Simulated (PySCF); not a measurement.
**B⁺ (boron, charge +1) across methods**

[He] 2s2, closed-shell 1S. Computed with PySCF 2.14 in x2c-QZVPPall with one added diffuse shell each of s, p, d, f type (8s5p4d3f1g, 73 functions), with scalar relativity by spin-free X2C-1e. The B2PLYP total includes its PT2 part (frozen core); its orbital energies are those of the SCF part.

| method | E (hartree) | mean ε 1s (eV) | mean ε 2s (eV) | Σ⟨r²⟩ (bohr²) | ⟨S²⟩ |
| --- | --- | --- | --- | --- | --- |
| BP86 | -24.3377 | -193.90 | -19.601 | 7.779 | 0.000 |
| UHF | -24.24437 | -222.80 | -23.784 | 7.933 | 0.000 |
| B2PLYP | -24.3319 | -209.57 | -21.925 | 7.863 | 0.000 |
| TPSS | -24.3537 | -195.65 | -19.719 | 7.764 | 0.000 |
| r2SCAN | -24.3230 | -196.78 | -19.727 | 7.840 | 0.000 |
| M06-2X | -24.3541 | -208.06 | -21.979 | 7.764 | 0.000 |
| LDA | -24.0450 | -191.71 | -19.413 | 7.875 | 0.000 |
| PBE0 | -24.3090 | -201.05 | -20.798 | 7.797 | 0.000 |

(1) Estimate the same row for PBE.

Answers

(1) E (hartree) = -24.3005; mean ε 1s (eV) = -193.60; mean ε 2s (eV) = -19.510; Σ⟨r²⟩ (bohr²) = 7.797; ⟨S²⟩ = 0.000.
